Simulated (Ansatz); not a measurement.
Cu3H4. Total charge 0; doublet. Geometry PBE-D4/def2-SVP.

```xyz
7

Cu   -0.7844    0.7992    1.0685
Cu   -0.1122   -0.9725   -0.3839
Cu    1.0063    1.1354   -0.3104
H    -0.5503   -2.5540   -1.3337
H    -1.2218    1.9312    1.9998
H     1.7249    2.4853   -0.2703
H    -0.0624   -2.8247   -0.7700
```

In the doublet, H4 and H7 lie 0.79 Å apart (atoms count from 1), so H2 has formed as a molecule. No other spin state of charge 0 was run. Another isomer (doublet) lies 1.53 eV lower at PBE0-D4/def2-TZVP; other spin states weren't run for this one.

(1) Estimate the α-spin orbital energies around the gap (eV) in Ansatz with LDA (SPW92)/def2-TZVP, PBE-D4/def2-TZVP, r2SCAN-D4/def2-TZVP, PBE0-D4/def2-TZVP.

## Answers

(1) 
```csv
orbital,LDA (SPW92)/def2-TZVP,PBE-D4/def2-TZVP,r2SCAN-D4/def2-TZVP,PBE0-D4/def2-TZVP
HOMO−5,-6.62,-6.39,-6.58,-8.31
HOMO−4,-6.58,-6.36,-6.53,-8.29
HOMO−3,-6.51,-6.28,-6.44,-8.27
HOMO−2,-6.46,-6.24,-6.43,-8.14
HOMO−1,-5.93,-5.77,-5.98,-7.05
HOMO,-5.78,-5.61,-5.76,-6.36
LUMO,-2.52,-2.34,-2.21,-1.57
LUMO+1,-1.97,-1.81,-1.62,-0.94
LUMO+2,-1.60,-1.39,-1.14,-0.49
LUMO+3,-0.48,-0.28,-0.01,0.65
LUMO+4,-0.03,0.20,0.58,1.22
LUMO+5,0.95,1.01,1.55,1.58
β HOMO,-5.59,-5.42,-5.52,-5.96
β LUMO,-5.44,-5.14,-4.95,-4.09
```
